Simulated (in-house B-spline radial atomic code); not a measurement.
## Ionising P⁴⁺ with different functionals

Computed with a radial B-spline atomic code at the basis-set limit: non-relativistic Hamiltonian, point nucleus, spin-polarised at highest spin, spherical fractional occupations for the functionals, and exact exchange of hybrids averaged over the configuration. The ionisation energy is the difference of two self-consistent energies, [Ne] 3s1 → [He] 2s2 2p6, without Breit or QED terms; ε is the level of the shell that loses the electron (its least bound occupied spin orbital).

```json
{"method": "PBE0", "rung": "global hybrid", "ΔSCF (eV)": "65.30", "-ε(3s) (eV)": "60.79"}
{"method": "B3LYP", "rung": "global hybrid", "ΔSCF (eV)": "65.77", "-ε(3s) (eV)": "60.73"}
{"method": "TPSSh", "rung": "global hybrid", "ΔSCF (eV)": "65.04", "-ε(3s) (eV)": "59.92"}
{"method": "M06-2X", "rung": "global hybrid", "ΔSCF (eV)": "65.25", "-ε(3s) (eV)": "62.70"}
{"method": "BHandHLYP", "rung": "global hybrid", "ΔSCF (eV)": "65.52", "-ε(3s) (eV)": "62.23"}
{"method": "r2SCAN0", "rung": "global hybrid", "ΔSCF (eV)": "64.85", "-ε(3s) (eV)": "61.01"}
{"method": "B97-1", "rung": "global hybrid", "ΔSCF (eV)": "64.94", "-ε(3s) (eV)": "60.32"}
{"method": "HSE06", "rung": "range-separated hybrid", "ΔSCF (eV)": "65.33", "-ε(3s) (eV)": "60.43"}
{"method": "wB97X", "rung": "range-separated hybrid", "ΔSCF (eV)": "64.09", "-ε(3s) (eV)": "63.14"}
{"method": "CAM-B3LYP", "rung": "range-separated hybrid", "ΔSCF (eV)": "?", "-ε(3s) (eV)": "?"}
{"method": "LC-wPBE", "rung": "range-separated hybrid", "ΔSCF (eV)": "?", "-ε(3s) (eV)": "?"}
```

**Question.** What does CAM-B3LYP give?

**Answer.** ΔSCF 65.77 eV, and -ε(3s) = 62.50 eV.

**Question.** What does LC-wPBE give?

**Answer.** ΔSCF 65.39 eV, and -ε(3s) = 64.00 eV.

**Question.** Among the functionals, which spreads more, the ΔSCF values or the orbital energies?

**Answer.** The orbital energies: ΔSCF values span about 1.69 eV and the orbital energies 4.08 eV.

**Question.** How do they compare with the NIST value?

**Answer.** NIST lists 65.025 eV (measured, ground level to ground level). Errors run from -0.94 to +0.75 eV; TPSSh is closest (+0.02 eV), but part of that can be cancellation, since the calculations leave out relativity, Breit-QED terms.
